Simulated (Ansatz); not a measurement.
Reaction (formal exchange of groups at a C–Zn bond): `[F][Zn][CH2]Cl` + `C=[Se]` → `ClCC=[Se]` + `[F][ZnH]`

Computed with Ansatz on PBE0-D4/def2-TZVP structures; ΔE is electronic, products minus reactants. CCSD(T)/CBS adds triple-zeta CCSD(T) − MP2 to the extrapolated MP2 energy (def2 sets, frozen cores). DFT in def2-TZVPP. For Se, Zn outer-core shells are correlated without core-valence functions, which leaves a few kJ/mol of doubt a bond. Scalar relativity is left out up to krypton. Each species was taken in one conformer, which may not be the lowest.

```csv
level,ΔE (kJ/mol)
LDA (SPW92),-21.1
B2PLYP,-7.3
revPBE,-5.1
RPA@PBE/def2-TZVPP,-5.1
```

**Question.** What does CCSD(T)/CBS give? (Best estimate.)

**Answer.** Ansatz gave: -4.0 kJ/mol. The listed levels differ from it by -17.1, -3.3, -1.1, -1.1 kJ/mol.

**Question.** What do rigid-rotor, harmonic-oscillator terms from PBE0-D4/def2-TZVP frequencies (298.15 K, 1 bar) make of the CCSD(T)/CBS value? (Estimate.)

**Answer.** Ansatz gave: ΔZPE = -2.1 kJ/mol, ΔH = -7.4 kJ/mol, ΔS = -16 J/(mol·K), ΔG = -2.8 kJ/mol.

Largest T1 diagnostic among the species: 0.018.

At CCSD(T), def2-SVP lies −9.7 kJ/mol from the extrapolated value and def2-TZVPP −3.2 kJ/mol. From BLYP to BHLYP (50 % exact exchange), in def2-TZVPP and without D4, ΔE moves by −3.9 kJ/mol. The D4 term adds −5.0 kJ/mol with B3LYP and −2.8 kJ/mol with PBE0; it sums over pairs of atoms, weighted by their polarisabilities, and B3LYP, whose exchange is more repulsive, gets the larger term.

B3LYP here is the variant with VWN-RPA as its local correlation; programs differ in this.
